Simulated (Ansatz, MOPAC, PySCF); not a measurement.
Gas-phase reaction in SMILES: [AsH3] (AsH3) → [AsH2] (AsH2) + H atom (the As-H bond breaks)

Wanted: bond dissociation energy (enthalpy at 298 K), in kcal/mol. Set-up: no spin-orbit coupling; six Cartesian d functions in 6-31G* and its kin unless marked 5d; UHF or UKS for open shells; non-relativistic; dispersion terms only where a functional's name holds one. Ab initio and DFT rows: single points at B3LYP-D3(BJ) geometries (Ansatz, a quantum-chemistry and plane-wave program), with unscaled harmonic terms from B3LYP/6-31G* (LANL2DZ past Ar) (Ansatz) at its own minima. Semi-empirical rows: MOPAC heats of formation at their own minima for 298 K.

```
species        coefficient  E at B3LYP/6-31G* (Ansatz), Eh  E at M06-2X/def2-TZVPD (PySCF), Eh  H(298 K) - E, kcal/mol  heat of formation at MNDO (MOPAC), kcal/mol
-------------  -----------  ------------------------------  ----------------------------------  ----------------------  -------------------------------------------
[AsH3] (AsH3)           -1                     -2237.41903                         -2237.66132                   15.96                                         4.23
[AsH2] (AsH2)           +1                     -2236.79464                         -2237.04402                    9.78                                        29.44
H atom                  +1                        -0.50027                            -0.49815                    1.48                                        52.10
```

 1 Eh = 627.5095 kcal/mol.

### Question
Work the quantity out at each level.

### Answer

- B3LYP/6-31G*: the sum of coefficient times E is 0.12412 Eh, or 77.89 kcal/mol; the thermal terms add -4.70. Result: 73.2 kcal/mol.
- M06-2X/def2-TZVPD: the sum of coefficient times E is 0.11915 Eh, or 74.77 kcal/mol; the thermal terms add -4.70. Result: 70.1 kcal/mol.
- MNDO: the sum of coefficient times heat of formation is 77.31 kcal/mol; it needs no thermal term.
